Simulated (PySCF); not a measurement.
Level of theory: B3LYP-D3(BJ)/def2-TZVP // M06-2X/def2-TZVP run with PySCF. Isolated molecules, 0 K electronic values unless said otherwise. B3LYP has the VWN-RPA correlation part, as in Gaussian. Delta-SCF ions had no search for a lower state. 

Reference species (SMILES): `[AlH3]` (neutral, multiplicity 1).

| Quantity | Result |
|---|---|
| vertical ionisation energy (Delta-SCF) | 11.22 eV |
| HOMO | -8.41 eV |
| HOMO–LUMO gap | 6.44 eV |

After one change: the vertical ionisation energy (Delta-SCF) decreases by 1.38 eV; the HOMO rises by 0.89 eV; the HOMO–LUMO gap goes up by 0.04 eV.

**Question.** What was changed between the two runs? The new species is one of these.
A) `[CH3][Al]([CH3])[CH3]`
B) `[CH3][AlH2]`
C) `[CH3][AlH][CH3]`

**Answer.** C, `[CH3][AlH][CH3]`
